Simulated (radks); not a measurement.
The numbers below are computed, except where a source is named.
Valence configurations of Sb II (all share [Kr]). Level of theory: Dirac Kohn-Sham, LDA (Slater exchange, Perdew-Wang correlation), spin-unpolarised, spherical densities, finite nucleus; open shells are shared between the two j in proportion to 2j + 1; Fermi nuclear charge, rms radius 4.6802 fm (a radial shooting solver on a logarithmic mesh with Libxc functionals). Energies are relative to 4d10 5s2 5p2; eigenvalues in eV.

valence           E (eV)  e(4d3/2)  e(4d5/2)  e(5p1/2)  e(5p3/2)  e(5s1/2)
4d10 5s2 5p2       0.000   -42.823   -41.568   -12.754   -11.989   -20.940
4d10 5s1.5 5p2.5   4.372   -43.528   -42.271   -13.091   -12.308   -21.360
4d9 5s2 5p3       32.245   -49.180   -47.865   -14.314   -13.420   -23.154
4d8 5s2 5p4       69.363   -55.518   -54.141   -15.803   -14.779   -25.256
4d9.5 5s2 5p2.5   15.517   -46.005   -44.720   -13.545   -12.715   -22.063
4d7 5s2 5p5       111.40   -61.849   -60.411   -17.242   -16.088   -27.271
4d10 5s0.5 5p3.5  13.256   -44.892   -43.631   -13.732   -12.915   -22.164
4d7 5s1 5p6       122.27   -63.004   -61.562   -17.775   -16.591   -27.925
4d8 5s1 5p5       79.577   -56.738   -55.357   -16.369   -15.312   -25.955
4d10 5s1 5p3       8.791   -44.217   -42.958   -13.416   -12.617   -21.768

NIST lists [Kr] 4d10 5s2 5p2 as the ground configuration; this level of theory agrees among the configurations tried. The energies are those of spherical spin-averaged densities, not of single terms.
